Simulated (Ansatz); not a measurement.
Reaction (cleavage of the Si–Sn bond): `C[NH][SnH2][SiH3]` + `[OH][SnH3]` → `[SiH3][O][SnH3]` + `C[NH][SnH3]`

Gas-phase electronic energies from Ansatz, PBE0-D4/def2-TZVP geometries. CCSD(T)/CBS adds triple-zeta CCSD(T) − MP2 to the extrapolated MP2 energy (def2 sets, frozen cores). DFT in def2-TZVPP. Elements past krypton have def2 core potentials. For Sn outer-core shells are correlated without core-valence functions, which leaves a few kJ/mol of doubt a bond. One conformer a species, not always the lowest.

```json
{"level": "r2SCAN-D4", "ΔE (kJ/mol)": "-71.7"}
{"level": "PBE0-D4", "ΔE (kJ/mol)": "-62.2"}
{"level": "HF/def2-QZVPP", "ΔE (kJ/mol)": "-109.3"}
{"level": "MP2/CBS(def2)", "ΔE (kJ/mol)": "-77.8"}
```

(1) What does CCSD(T)/CBS give? (Estimate.)

Largest T1 diagnostic among the species: 0.014.

## Answers

(1) Computed: -75.7 kJ/mol. The listed levels differ from it by 4.0, 13.5, -33.6, -2.1 kJ/mol.

From PBE to PBE0 (25 % exact exchange), in def2-TZVPP and without D4, ΔE moves by −9.6 kJ/mol. In def2-TZVPP, CCSD(T) changes the Hartree–Fock value by +26.9 kJ/mol (the triples alone add +3.7 kJ/mol) and MP2 by +24.8 kJ/mol.
